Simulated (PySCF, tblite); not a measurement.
Isomers of [C6H5F2O]+ (charge +1), one GFN2-xTB conformer each. Single-point energies are computed at PBE0/pcSseg-1 (PySCF, gas phase, no added dispersion term), electronic only.

```csv
SMILES,GFN2-xTB relative energy (kJ/mol)
Cc1cc(F)[o+]cc1F,0.0
FC(F)c1cc[o+]cc1,19.6
```

Conformers: `[F:1][CH:2]([F:3])[c:4]1[cH:5][cH:6][o+:7][cH:8][cH:9]1` (charge +1) with F1–C2–C4–C5 150°.

What does PBE0/pcSseg-1 give for the same structures?

```
          SMILES  PBE0/pcSseg-1 E (Eh)  PBE0/pcSseg-1 (kJ/mol)  GFN2-xTB (kJ/mol)  point group
FC(F)c1cc[o+]cc1            -505.66184                     0.0               19.6           Cs
Cc1cc(F)[o+]cc1F            -505.66071                     3.0                0.0      near Cs
```

GFN2-xTB puts Cc1cc(F)[o+]cc1F lowest instead. As drawn, the lower has two fluorines on one carbon, which the higher lacks. Neighbours under 21 kJ/mol apart (FC(F)c1cc[o+]cc1 and Cc1cc(F)[o+]cc1F) can change places with a better method, another conformer or zero-point energy.

Which frontier levels and rotational constants go with these structures?

```tsv
SMILES	HOMO (eV, PBE0/pcSseg-1)	LUMO (eV)	A, B, C (MHz)
FC(F)c1cc[o+]cc1	-14.26	-8.29	3741, 1149, 899.2
Cc1cc(F)[o+]cc1F	-13.56	-8.04	3120, 1311, 928.0
```

What happens when harmonic zero-point energies from GFN2-xTB frequencies are added?

| SMILES | ZPE (kJ/mol) | electronic (kJ/mol) | with ZPE (kJ/mol) |
| --- | --- | --- | --- |
| FC(F)c1cc[o+]cc1 | 251.9 | 0.0 | 0.0 |
| Cc1cc(F)[o+]cc1F | 250.9 | 3.0 | 1.9 |

The zero-point energies span 1.0 kJ/mol. The order is unchanged.

As an exercise, what shares would exp(−E/RT) give at 1000 K from these electronic energies alone (no entropy, no degeneracies)?

RT = 8.314 kJ/mol: FC(F)c1cc[o+]cc1 58.8 %, Cc1cc(F)[o+]cc1F 41.2 %.
